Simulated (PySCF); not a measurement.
# TaN(OH)₂ → TaON + H₂O

Level: PBE0 in the def2-TZVP basis family, computed in PySCF with density fitting; scalar-relativistic core potentials for atoms from Rb on, none lighter, no spin–orbit coupling; open shells unrestricted.

```tsv
species	state and structure	E (Eh)	ZPE (kJ/mol)	H(298 K) − H(0) (kJ/mol)	S° (J/(mol K))
TaN(OH)₂	singlet, Cs, O–H 0.959 Å (×2), Ta–N 1.698 Å, Ta–O 1.923 Å (×2); H–O–Ta 121.1° (×2), N–Ta–O 105.7° (×2), O–Ta–O 110.9°	-263.33129	80.2	16.4	318.4
TaON	singlet, Cs, Ta–N 1.706 Å, Ta–O 1.748 Å; N–Ta–O 105.0°	-186.81374	13.9	11.0	278.5
H₂O	singlet, C2v, O–H 0.960 Å (×2); H–O–H 105.1°	-76.37736	56.5	9.9	188.7
```

Problem. What is the electronic reaction energy?

Solution. At PBE0/def2-TZVP, ΔE = 368.1 kJ/mol from the differences of the total energies times 2625.5, uphill. 

Problem. Add zero-point, thermal and entropy terms for 298.15 K and 1 bar.

Solution. ΔZPE = -9.8 and Δ[H(298) − H(0)] = 4.5 kJ/mol give ΔH° = 362.8 kJ/mol. ΔS° = 148.8 J/(mol K), so ΔG° = 362.8 − 298.15 × (0.1488) = 318 kJ/mol. ΔG° would change sign near 2440 K if ΔH° and ΔS° stayed fixed.

Spin–orbit coupling can matter for TaN(OH)₂, TaON and is left out. Only the bonding shown was studied: isomers, or loss of a ligand pair, can lie lower.
